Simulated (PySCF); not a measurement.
Species: C4H4F2O.
Structure used (PBE0-D3(BJ)/def2-SVP), in Å, numbered top down from 1:
```
atom  x, y, z in Å
C1     1.7289    0.6079    0.6159
C2     1.3342   -0.6136    0.2540
O3     0.0589   -1.0516    0.1040
C4    -0.9422   -0.2432    0.5397
C5    -1.9856    0.0209   -0.2430
F6    -3.0262    0.7107    0.1562
F7    -2.1183   -0.3893   -1.4763
H8     2.7951    0.8160    0.7069
H9     1.0258    1.4205    0.8084
H10    2.0342   -1.4220    0.0285
H11   -0.9001    0.1465    1.5605
```

Theory: core-valence-separated Tamm–Dancoff BHandHLYP/aug-pcX-1 (pcseg-1 on H) in PySCF, non-relativistic, gas phase, PBE0-D3(BJ)/def2-SVP geometry. BHandHLYP without relativity tends to put these K edges a few eV too low, so spacings mean more than positions.

The lowest roots of each edge with f over 0.003 (five at most, numbered afresh; weaker and dark ones are left out), with transition dipoles (au) in the frame of the coordinates:

| root | edge | E (eV) | μx | μy | μz |
| --- | --- | --- | --- | --- | --- |
| 1 | C | 283.00 | 0.0042 | 0.0233 | -0.0854 |
| 2 | C | 284.40 | 0.0003 | -0.0278 | 0.0974 |
| 3 | C | 285.01 | 0.0440 | 0.0758 | -0.0307 |
| 4 | C | 285.67 | 0.0256 | 0.0259 | 0.0070 |
| 5 | C | 286.02 | 0.0486 | -0.0284 | -0.0049 |
| 6 | O | 534.19 | 0.0031 | -0.0154 | 0.0308 |
| 7 | O | 534.74 | 0.0134 | -0.0336 | -0.0050 |
| 8 | O | 535.69 | 0.0097 | -0.0183 | -0.0150 |
| 9 | F | 687.00 | -0.0071 | -0.0168 | -0.0294 |
| 10 | F | 687.04 | 0.0303 | -0.0102 | -0.0102 |
| 11 | F | 687.09 | 0.0098 | 0.0186 | -0.0181 |
| 12 | F | 687.26 | -0.0022 | -0.0255 | 0.0045 |
| 13 | F | 688.45 | 0.0315 | -0.0178 | -0.0041 |

Question: What are the oscillator strengths?

Answer: f = (2/3) ΔE |μ|², with ΔE in hartree (27.2114 eV):

```
root  ΔE (Eh)  |μ|² (au)      f  core hole on
   1  10.4000   0.007854  0.054            C1
   2  10.4515   0.010260  0.071            C2
   3  10.4740   0.008624  0.060            C4
   4  10.4982   0.001375  0.010            C1
   5  10.5111   0.003193  0.022            C1
   6  19.6313   0.001195  0.016            O3
   7  19.6513   0.001334  0.017            O3
   8  19.6861   0.000654  0.009            O3
   9  25.2466   0.001197  0.020            F7
  10  25.2484   0.001126  0.019            F6
  11  25.2502   0.000770  0.013            F7
  12  25.2562   0.000675  0.011            F6
  13  25.3002   0.001326  0.022            F6
```

Question: Molecules are fixed in this frame and the field points along (1, 1, 0)/√2. What effective strengths 3 f cos²θ do the roots have (θ between field and μ)?

Answer: root 1 (C1): 0.008, root 2 (C2): 0.008, root 3 (C4): 0.150, root 4 (C1): 0.028, root 5 (C1): 0.004, root 6 (O3): 0.003, root 7 (O3): 0.008, root 8 (O3): 0.001, root 9 (F7): 0.014, root 10 (F6): 0.010, root 11 (F7): 0.020, root 12 (F6): 0.019, root 13 (F6): 0.005. Root 3 is the strongest. Averaged over all orientations cos²θ is 1/3, which gives f back.

One conformer stands for the species.
